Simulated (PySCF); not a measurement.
## Co (cobalt, neutral) across methods

[Ar] 3d8 4s1, high-spin 4F determinant (an excited configuration). Calculation: PySCF 2.14, in x2c-QZVPPall with one added diffuse shell each of s, p, d, f, g type (12s8p6d5f3g, 128 functions); the spin-free X2C one-electron Hamiltonian (Gaussian nucleus). The B2PLYP total includes its PT2 part (frozen core); its orbital energies are those of the SCF part.

```tsv
method	E (hartree)	mean ε 3d α (eV)	mean ε 3d β (eV)	mean ε 4s α (eV)	Σ⟨r²⟩ (bohr²)	⟨S²⟩
UHF	-1391.84234	-12.468	-10.081	-6.470	33.92	3.752
r2SCAN	-1393.251	-4.985	-3.464	-5.099	33.16	3.751
PBE	-1393.051	-4.944	-3.376	-4.832	33.71	3.751
LC-wPBE	-1393.088	-9.524	-7.933	-7.460	33.21	3.751
PBE0	-1393.041	-6.857	-5.121	-5.351	33.29	3.751
LDA	-1390.636	-5.207	-3.490	-5.011	33.43	3.751
B2PLYP	-1392.986	-8.884	-6.966	-5.743	33.37	3.752
PBEsol	-1391.787	-4.968	-3.304	-4.862	33.52	3.751
```
